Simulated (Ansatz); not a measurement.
`[AlH2][CH2][SiH3]` + `[OH][GaH2]` → `[AlH2][O][GaH2]` + `C[SiH3]` at 400 K and 1 bar (ligand exchange at the Al–C bond).

Program: Ansatz. Geometries: PBE0-D4/def2-TZVP. ΔE: electronic, gas phase. CCSD(T)/CBS adds triple-zeta CCSD(T) − MP2 to the extrapolated MP2 energy (def2 sets, frozen cores). This one scheme is used for every species. For Ga outer-core shells are correlated without core-valence functions, which leaves a few kJ/mol of doubt a bond. Scalar relativity is left out up to krypton.

| species | CCSD(T)/CBS energy (Eh) | H − E (kJ/mol) | S (J/(mol·K)) |
| --- | --- | --- | --- |
| `[AlH2][CH2][SiH3]` | -573.34237 | 199.1 | 362.2 |
| `[OH][GaH2]` | -2000.92981 | 89.0 | 281.3 |
| `[AlH2][O][GaH2]` | -2243.58748 | 109.3 | 356.0 |
| `C[SiH3]` | -330.73916 | 180.9 | 277.1 |

H − E and S are ideal-gas, rigid-rotor, harmonic terms from PBE0-D4/def2-TZVP. 1 Eh = 2625.50 kJ/mol, R = 8.31446 J/(mol·K).

By hand: ΔE, ΔH, ΔS and ΔG.

ΔE = (-2243.58748) + (-330.73916) − (-573.34237) − (-2000.92981) = -0.05446 Eh = -143.0 kJ/mol. Δ(H − E) = 109.3 + 180.9 − 199.1 − 89.0 = 2.1, so ΔH = -140.9 kJ/mol. ΔS = 356.0 + 277.1 − 362.2 − 281.3 = -10.4 J/(mol·K). ΔG = -140.9 − 400 × (-10.4)/1000 = -136.7 kJ/mol.

By hand: the equilibrium constant, and the temperature at which ΔG would vanish if ΔH and ΔS stayed fixed.

log₁₀ K = −ΔG/(RT ln 10) = 17.9. ΔG = 0 at ΔH/ΔS = 13548 K, far beyond where these terms or the molecules hold.

The number of gas molecules stays the same, so ΔS is small and ΔH decides. A doubt of 5 kJ/mol in ΔE shifts log₁₀ K by 0.7 here. These are equilibria of isolated gas molecules and say nothing of rates. Largest T1 diagnostic: 0.015 (customary marks: 0.02 for closed shells, 0.045 for open ones).
